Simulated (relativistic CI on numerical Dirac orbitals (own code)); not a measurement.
Slater and spin-orbit integrals, Re²⁹⁺

Calculated at this level of theory: Dirac-Coulomb-Breit CI, KLI orbitals optimised for each configuration, model QED, unscaled Slater integrals (own radial code, finite nucleus).

Slater integrals F^k, G^k are unscaled and averaged over j, outside the closed core [Ar] 3d10; ζ comes from projecting the Hamiltonian with its Breit term on Σ l·s of the shell.

- 4s2.4p6.4d9.4f: ζ(4d) = 55874, F^2(4d,4f) = 228560, F^4(4d,4f) = 148990, G^1(4d,4f) = 242290, G^3(4d,4f) = 164820, G^5(4d,4f) = 120440, ζ(4f) = 9439.2 cm⁻¹; <r>(4d) = 0.4397, <r^2>(4d) = 0.2212, <r>(4f) = 0.4216, <r^2>(4f) = 0.2031 (bohr units).
- 4s2.4p5.4d10.4f: ζ(4p) = 467160, F^2(4p,4f) = 233930, G^2(4p,4f) = 191890, G^4(4p,4f) = 139200, ζ(4f) = 9409.1 cm⁻¹; <r>(4p) = 0.4317, <r^2>(4p) = 0.211, <r>(4f) = 0.4216, <r^2>(4f) = 0.2032 (bohr units).
- 4s.4p6.4d10.4f: G^3(4s,4f) = 168470, ζ(4f) = 9533.9 cm⁻¹; <r>(4s) = 0.4156, <r^2>(4s) = 0.1943, <r>(4f) = 0.4214, <r^2>(4f) = 0.2029 (bohr units).

Averages of the first 10 configurations, taken without configuration mixing, which lowers the lowest level and can move excited configurations by several eV; other configurations of the list can lie among them:

| Configuration | Parity | States | Average energy above the lowest level (eV) |
| --- | --- | --- | --- |
| 4s2.4p6.4d10 | even | 1 | 0.1 |
| 4s2.4p6.4d9.4f | odd | 140 | 214.3 |
| 4s2.4p5.4d10.4f | even | 84 | 436.5 |
| 4s.4p6.4d10.4f | odd | 28 | 604.5 |
| 4s2.4p6.4d9.5s | even | 20 | 380.7 |
| 4s2.4p6.4d9.5p | odd | 60 | 447.3 |
| 4s2.4p6.4d9.5d | even | 100 | 535.3 |
| 4s2.4p5.4d10.5s | odd | 12 | 603.8 |
| 4p6.4d10.4f2 | even | 91 | 1211.5 |
| 4p6.4d9.4f3 | odd | 3640 | 1426.1 |
